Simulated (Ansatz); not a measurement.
# The HOMO–LUMO gap down a group: F to I

One atom is swapped for its congeners: CHBrFI `FC(Br)I`; CHBr2I (dibromoiodomethane) `BrC(Br)I`; CHBrI2 (bromodiiodomethane) `BrC(I)I`. The Cl member is missing. All are singlets with charge 0.

Shapes, held fixed at every level: PBE0-D4/def2-TZVP. Programs: Ansatz 0.2.0. Values in eV.

Q: How should the HOMO–LUMO gap change along the series?

A: At wB97X-V/def2-TZVPP the HOMO–LUMO gap falls at every step, from 10.35 to 9.28 eV. Every level shows the same order. For atoms past krypton def2 sets carry core potentials with scalar relativity. Relativity is left out for Br unless named. Orbital gaps aren't excitation energies, and the LUMO depends on the basis.

| level | CHBrFI | CHBr2I | CHBrI2 |
| --- | --- | --- | --- |
| SPW92/def2-TZVPP | 3.84 | 3.36 | 2.94 |
| r2SCAN-D4/def2-TZVPP | 4.29 | 3.75 | 3.30 |
| BHLYP-D4/def2-TZVPP | 7.88 | 7.40 | 6.83 |
| PBE0-D4/def2-TZVPP | 5.93 | 5.43 | 4.93 |
| r2SCAN0-D4/def2-TZVPP | 6.18 | 5.65 | 5.13 |
| wB97M-V/def2-TZVPP | 10.09 | 9.61 | 9.04 |
| wB97X-V/def2-TZVPP | 10.35 | 9.86 | 9.28 |
